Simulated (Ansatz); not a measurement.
Job for Ansatz (a first-principles code): R-CCSD(T)/def2-SVP on H4O4Sn (SMILES [OH][Sn]([OH])([OH])[OH]). Elements past Kr take the def2 small-core potentials; no spin–orbit coupling.

Ansatz 0.2 input:
```yaml
crystal:
  periodic: [false, false, false]
  atoms:
    - {symbol: Sn, position_ang: [-0.00008731, 0.00003093, -0.00007066]}
    - {symbol: O, position_ang: [1.06413482, 1.26239099, 1.05170289]}
    - {symbol: H, position_ang: [1.93803838, 0.91355050, 1.26298173]}
    - {symbol: O, position_ang: [1.27681231, -1.23497948, -0.82269239]}
    - {symbol: H, position_ang: [0.92526405, -2.13051301, -0.88927159]}
    - {symbol: O, position_ang: [-1.07455357, 1.08204396, -1.22778400]}
    - {symbol: H, position_ang: [-0.70329185, 1.96272471, -1.35621302]}
    - {symbol: O, position_ang: [-1.26658782, -1.10934163, 0.99872118]}
    - {symbol: H, position_ang: [-2.15972901, -0.74590697, 0.98262587]}
basis:
  gaussian:
    orbitals: def2-SVP
magnetization: {spin_polarized: false}
correlation: {method: ccsd_t, electrons: outside_noble_gas}
scf: {lower_state_search: off}
```

Program output:

```
WARN ansatz: RAYON_NUM_THREADS=4 ignored (pool sized by the plan → 4); use --threads N
Functional definition: HF
these checks for a lower state are left out or cut short: stability, starts, cluster_reference, orbital_swaps, neighbouring_geometries, increment
integrals: 0.14 GiB planned
1066 factors; integrals over basis functions are off by at most 6.6e-4 eV
mean field: 0.34 GiB planned
mean field evaluation 1: about -14005.1129 eV, gradient 6.0e1 eV
mean field evaluation 2: about -14005.2487 eV, gradient 6.1e1 eV
mean field evaluation 4: about -14011.8356 eV, gradient 2.7e0 eV
mean field evaluation 8: about -14011.8818 eV, gradient 9.8e-2 eV
mean field -14011.88183159 eV, -514.9271597163 hartree, gradient 1.3e-6 eV, S^2 0.000000; 0 other end points of the search recorded, 0 dependent functions left out
13 core orbitals not correlated
reference -14011.88183159 eV, -514.9271597163 hartree; 16, 16 occupied and 73, 73 virtual orbitals, 1066 factors
second order -23.13317584 eV of doubles, -0.00000000 eV of singles
coupled cluster: 0.43 GiB planned
cycle   1  -22.88659106 eV  change    2.5e-1 eV  update   1.2e-1
cycle   2  -23.40335781 eV  change   -5.2e-1 eV  update   3.5e-2
cycle   3  -23.57423225 eV  change   -1.7e-1 eV  update   1.9e-2
cycle   4  -23.56487041 eV  change    9.4e-3 eV  update   4.0e-3
cycle   5  -23.56122163 eV  change    3.6e-3 eV  update   1.7e-3
cycle   6  -23.56186172 eV  change   -6.4e-4 eV  update   5.9e-4
cycle   7  -23.56162014 eV  change    2.4e-4 eV  update   2.0e-4
cycle   8  -23.56146902 eV  change    1.5e-4 eV  update   6.0e-5
cycle   9  -23.56146283 eV  change    6.2e-6 eV  update   2.2e-5
perturbative correction -0.51395565 eV, -0.0188875216 hartree
Total energy: -14035.95725007 eV, -515.8119150265 hartree
Checks for a lower state left out: stability, starts, cluster_reference, orbital_swaps, neighbouring_geometries, increment
```

The calculation finished and met its thresholds.

Cost: roughly 19 core-seconds.
